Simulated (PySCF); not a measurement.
Compound: C₅H₆OS₂.
Atom-mapped SMILES: `[CH3:1][O:2][c:3]1[cH:4][cH:5][c:6]([SH:7])[s:8]1`

Geometry (GFN2-xTB, Å), atoms numbered from 1 in this order:
```xyz
14
C5H6OS2 angstrom
C     -2.457    0.831    0.526
O     -1.858   -0.429    0.338
C     -0.531   -0.446    0.123
C      0.232   -1.559   -0.053
C      1.598   -1.265   -0.269
C      1.864    0.066   -0.256
S      3.435    0.827   -0.481
S      0.429    1.010    0.028
H     -3.519    0.642    0.670
H     -2.047    1.335    1.408
H     -2.310    1.473   -0.349
H     -0.174   -2.552   -0.029
H      2.353   -2.012   -0.429
H      2.985    2.078   -0.410
```

NICS is the negative of the GIAO shielding at a point without a nucleus: at the ring centre (0) and 1 Å above and below it (1); zz is the component along the ring normal. Level: GIAO PBE0/pcSseg-1 (PySCF, non-relativistic, gas phase) on the GFN2-xTB geometry, one conformer.

Ring bond lengths (Å), with Mayer bond orders in brackets: C3–C4 1.360 (1.58), C4–C5 1.414 (1.26), C5–C6 1.358 (1.54), C6–S8 1.741 (1.09), S8–C3 1.746 (1.08).

Question: Give the NICS values of each ring in ppm.

Answer: 
```
          ring                                               type  NICS(0)  NICS(1), two faces  NICS(1)zz, two faces  rms pucker (Å)  centre to ring atoms, mean (Å)
C3–C4–C5–C6–S8  5-membered ring with S; formal bonds all aromatic    -12.3         -9.5 / -9.5         -20.1 / -20.1            0.00                            1.29
```

Question: What do they say, and how far can they be read as aromaticity?

Answer: 
- C3–C4–C5–C6–S8: mean NICS(1)zz -20.1 ppm, shielded. For a flat ring without four-coordinate atoms the NICS criterion counts such a value as aromatic.

Question: What does the geometric index give? Use HOMA with the parameters of Krygowski (1993).

Answer: 
- C3–C4–C5–C6–S8: HOMA 0.71; the largest term is that of S8–C3, α(R − Ropt)² = 0.45. The geometric and the magnetic index point the same way.

Question: List the ring angles and the Hirshfeld charges of the ring atoms.

Answer: 
- C3–C4–C5–C6–S8: C3 111.5° (+0.043 e), C4 113.0° (-0.105 e), C5 113.1° (-0.087 e), C6 111.8° (-0.066 e), S8 90.6° (+0.078 e); sum 540.0° against 540° for a flat convex ring.

Question: What are the shieldings of the ring atoms and their hydrogens in the same run (means over atoms taken as equivalent)?

Answer: 
```csv
atoms,environment,σ isotropic (ppm),"principal values of the symmetric part, first atom (ppm)"
C3,aromatic carbon bearing oxygen,17.2,"-41.5, 30.7, 62.5"
C4,aromatic CH carbon,77.8,"18.5, 71.8, 143.3"
C5,aromatic CH carbon,59.9,"-26.3, 58.4, 147.7"
C6,substituted aromatic carbon,64.7,"-11.7, 82.7, 123.0"
S8,thiophene-type sulfur,309.7,"168.5, 350.2, 410.6"
H12,aromatic hydrogen,25.51,"21.8, 25.4, 29.3"
H13,aromatic hydrogen,25.09,"21.6, 24.7, 29.0"
```
